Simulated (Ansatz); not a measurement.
Molecule: dimethylborinic acid, C2H7BO, charge 0, multiplicity 1. 
Coordinates optimised at B3LYP-D3(BJ)/def2-TZVP (Ansatz, a first-principles code):
```
B
O 1 1.3670
H 2 0.9631 1 113.54
C 1 1.5715 2 116.87 3 -178.62
H 4 1.0907 1 112.96 2 -11.80
H 4 1.0936 5 108.89 1 124.89
H 4 1.0963 5 107.69 6 114.18
C 1 1.5781 2 121.14 3 1.55
H 8 1.0933 1 111.55 2 -135.20
H 8 1.0937 9 108.06 1 -126.64
H 8 1.0960 9 105.72 10 -114.64
```

Dipole moments at this geometry, in debye (magnitudes).

```csv
level,program,dipole (D)
SVWN5/def2-TZVPD,Ansatz,1.37
PBE/def2-TZVPD,Ansatz,1.32
BLYP/def2-TZVPD,Ansatz,1.33
revPBE/def2-TZVPD,Ansatz,1.31
B3LYP/def2-TZVPD,Ansatz,1.38
PBE0/def2-TZVPD,Ansatz,1.38
r2SCANh/def2-TZVPD,Ansatz,1.37
r2SCAN0/def2-TZVPD,Ansatz,1.40
HSE06/def2-TZVPD,Ansatz,…
CAM-B3LYP/def2-TZVPD,Ansatz,1.42
LC-wPBE/def2-TZVPD,Ansatz,1.44
wB97M-V/def2-TZVPD,Ansatz,1.39
CCSD(T)/aug-cc-pVDZ,Ansatz,…
```

Problem. What belongs in the gaps?

Solution. 
- HSE06/def2-TZVPD, dipole (D): 1.38
- CCSD(T)/aug-cc-pVDZ, dipole (D): 1.37
